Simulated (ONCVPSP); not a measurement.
## Configuration tests for Au (Z = 79) (ONCV)

ONCVPSP 4.0.1 input, shortened (lines: element, Z, core and valence counts, functional; n l f; lmax; l rc ep ncon nbas qcut; lloc lpopt rc5 dvloc0; l nproj debl; icmod fcfact rcfact), PBEsol, scalar-relativistic:

```
  Au 79.00   10    3  -116133      upf
    1    0    2.00
    2    0    2.00
    2    1    6.00
    3    0    2.00
    3    1    6.00
    3    2   10.00
    4    0    2.00
    4    1    6.00
    4    2   10.00
    4    3   14.00
    5    0    2.00
    5    1    6.00
    5    2   10.00
    2
    0    1.60    0.00    3    6    6.90
    1    1.75    0.00    4    7    9.70
    2    1.75    0.00    4    8   10.60
    4    5    1.05    0.00
    0    2    0.90
    1    3    3.40
    2    2    1.90
    0    0.00    0.00
```

In the s channel the program set the typed energies aside and used -4.298, 0.050 Ha.

Energies are relative to the spin-unpolarised reference configuration 5s2 5p6 5d10; without spin polarisation the order of configurations can differ from experiment.

| valence configuration | charge | ΔE all-electron (eV) | error AE − PS (meV) |
| --- | --- | --- | --- |
| 5s2 5p6 5d10 6s1 | 0 | -9.440 | +3.4 |
| 5s2 5p6 5d9 | +2 | 21.238 | -4.2 |
| 5s2 5p6 5d8 | +3 | 55.146 | -17 |
| 5s2 5p6 5d10 6p1 | 0 | -4.099 | +1.8 |

Levels in the configuration 5s2 5p6 5d10 6s1:

```json
{"level": "5s", "all-electron (eV)": "-108.437", "pseudo (eV)": "-108.398"}
{"level": "5p", "all-electron (eV)": "-59.805", "pseudo (eV)": "-59.794"}
{"level": "5d", "all-electron (eV)": "-6.902", "pseudo (eV)": "-6.904"}
{"level": "6s", "all-electron (eV)": "-5.801", "pseudo (eV)": "-5.799"}
```

Note: no bound ghost flagged; GHOST(+) flagged for s at 79.9 eV.
